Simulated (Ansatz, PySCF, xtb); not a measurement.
Noncovalent pair: C2H2 (SMILES C#C) (first 4 atoms) with C2H6 (SMILES CC); geometry from B3LYP-D3(BJ)/def2-TZVP, rigid monomers moved along the line of their centres of mass till H4···C5 is 3.31 Å.
(charge 0, multiplicity 1):
```xyz
12

C      0.4223    -0.2433    -0.5811
C     -0.3359     0.0052     0.3111
H      1.0955    -0.4638    -1.3733
H     -1.0057     0.2247     1.1064
C     -0.7634     0.2802     4.4091
C      0.7080    -0.1236     4.3857
H     -0.9258     1.2219     3.8794
H     -1.1244     0.4166     5.4303
H     -1.3922    -0.4815     3.9420
H      1.0667    -0.2591     3.3640
H      0.8679    -1.0620     4.9201
H      1.3331     0.6366     4.8581
```

Interaction energies are E(AB) − E(A) − E(B) at the monomers' geometry in the complex; basis-set methods are counterpoise corrected.

Rows in 6-31G* carry no dispersion term and start afresh at each structure (6-31G* with six Cartesian d functions).

The values were computed with Ansatz (Gaussian orbitals); PySCF for 6-31G* rows; xtb for the GFN methods. 

### Question
One of these levels gives -31.9 meV for the interaction energy. Which?
A. B3LYP/6-31G*
B. GFN2-xTB
C. PBE/def2-TZVPPD

### Answer
B, GFN2-xTB. The others give -18.4 (PBE/def2-TZVPPD), 1.2 (B3LYP/6-31G*)

Ansatz is a program for electronic structure.
